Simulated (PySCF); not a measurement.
From one molecule to another.

First species: C₃H₈ClNSi₂.
SMILES: `N#C[SiH2][SiH2]CCCl`

Second species: C₆H₈N₂.
SMILES with atom numbers: `[CH2:1]=[C:2]1[C@@H:3]([C:4]#[N:5])[C@H:6]1[CH2:7][NH2:8]` (hydrogens: H9, H10 on C1; H11 on C3; H12 on C6; H13, H14 on C7; H15, H16 on N8)

Levels: B3LYP/def2-SVPD for dipole moment, HOMO energy, LUMO energy, HOMO–LUMO gap, static isotropic polarisability and electronic spatial extent ⟨r²⟩ about the centre of nuclear charge; TDDFT B3LYP/def2-SVPD for lowest singlet excitation; TDA B3LYP/def2-SVPD for lowest triplet excitation (Tamm–Dancoff); GFN2-xTB for rotational constant A and rotational constant C. Geometries: GFN2-xTB. Each structure is a single optimised conformer of the isolated species, non-relativistic unless stated. Electronic properties by PySCF.

Dipoles, sizes and rotational constants follow the conformer. The torsions of the flexible species, by atom-mapped SMILES:
- `[N:1]#[C:2][SiH2:3][SiH2:4][CH2:5][CH2:6][Cl:7]`: C2–Si3–Si4–C5 -24°, Si3–Si4–C5–C6 -80°, Si4–C5–C6–Cl7 52°
- `[CH2:1]=[C:2]1[C@@H:3]([C:4]#[N:5])[C@H:6]1[CH2:7][NH2:8]`: C3–C6–C7–N8 158°, H–N8–C7–C6 -60°, H–N8–C7–C6 60°

Values for the first species:

```
Dipole moment                                                     : 4.23 D
HOMO energy                                                       : -8.36 eV
LUMO energy                                                       : -0.97 eV
HOMO–LUMO gap                                                     : 7.39 eV
Lowest singlet excitation                                         : 6.49 eV
Lowest triplet excitation (Tamm–Dancoff)                          : 5.79 eV
Static isotropic polarisability                                   : 107.1 au
Electronic spatial extent ⟨r²⟩ about the centre of nuclear charge : 1427 bohr²
Rotational constant A                                             : 1.623 GHz
Rotational constant C                                             : 0.906 GHz
```

(1) Estimate the same properties for the second species, and the change in each.

Results:

(1) 
| property | first | second | second less first |
| --- | --- | --- | --- |
| dipole moment | 4.23 D | 4.90 D | +0.67 D |
| HOMO energy | -8.36 eV | -7.03 eV | +1.33 eV |
| LUMO energy | -0.97 eV | -0.97 eV | 0.00 eV |
| HOMO–LUMO gap | 7.39 eV | 6.06 eV | -1.33 eV |
| lowest singlet excitation | 6.49 eV | 5.25 eV | -1.24 eV |
| lowest triplet excitation (Tamm–Dancoff) | 5.79 eV | 4.46 eV | -1.33 eV |
| static isotropic polarisability | 107.1 au | 83.5 au | -23.6 au |
| electronic spatial extent ⟨r²⟩ about the centre of nuclear charge | 1427 bohr² | 1034 bohr² | -393 bohr² |
| rotational constant A | 1.623 GHz | 2.662 GHz | +1.039 GHz |
| rotational constant C | 0.906 GHz | 1.194 GHz | +0.288 GHz |

On the first: In wavenumbers S1 is 52400 cm⁻¹ (1 eV = 8065.54 cm⁻¹). A dipole of 4.23 D is allowed in C1, and pure rotational transitions are dipole-allowed.

On the second: The dipole matches unit charges of opposite sign 1.02 Å apart (1 e·Å = 4.8032 D). S1 lies 0.81 eV below the HOMO–LUMO gap; its leading configuration is HOMO→LUMO, weight 0.97.
